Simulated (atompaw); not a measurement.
## u(r) = r·R(r): atom against pseudo-atom (ruthenium (Ru))

Columns: radius, all-electron u(r) and pseudo u(r) of the 5s shell (level -18.99 eV) of ruthenium in the configuration [Kr] 4d6 5s0 5p0; PBEsol, scalar-relativistic, PAW (atompaw) scheme, atompaw 4.2.0.5.

```csv
r (bohr),all-electron,pseudo
0.113,-0.1363,0.0389
0.227,0.1528,0.0785
0.340,0.2034,0.1181
0.454,0.0230,0.1588
0.567,-0.1825,0.1998
0.681,-0.3150,0.2420
0.794,-0.3525,0.2846
0.908,-0.3118,0.3280
1.021,-0.2192,0.3713
1.135,-0.0972,0.4149
1.248,0.0339,0.4574
1.362,0.1639,0.4990
1.475,0.2828,0.5383
1.588,0.3876,0.5751
1.702,0.4772,0.6087
1.815,0.5496,0.6381
1.929,0.6067,0.6630
2.042,0.6486,0.6824
2.156,0.6775,0.6962
2.269,0.6945,0.7039
2.383,0.7015,0.7056
2.496,0.6998,0.7013
2.610,0.6910,0.6914
2.723,0.6764,0.6765
2.837,0.6571,0.6571
2.950,0.6344,0.6344
```

Task: How many radial nodes do the two functions have?

Result: The all-electron 5s function has n − l − 1 = 4 (the table is too coarse to show those close to the nucleus); the pseudo-wave has 0, since the states of the same l below it are removed with the core.

Task: Where does each function peak?

Result: Outermost all-electron maximum near 2.38 bohr, pseudo maximum near 2.38 bohr (to the table’s step).

Task: Is the pseudo-wave norm-conserving?

Result: No, it belongs to a PAW set: the norm inside the radius is not constrained, and the difference is carried by the augmentation charge.
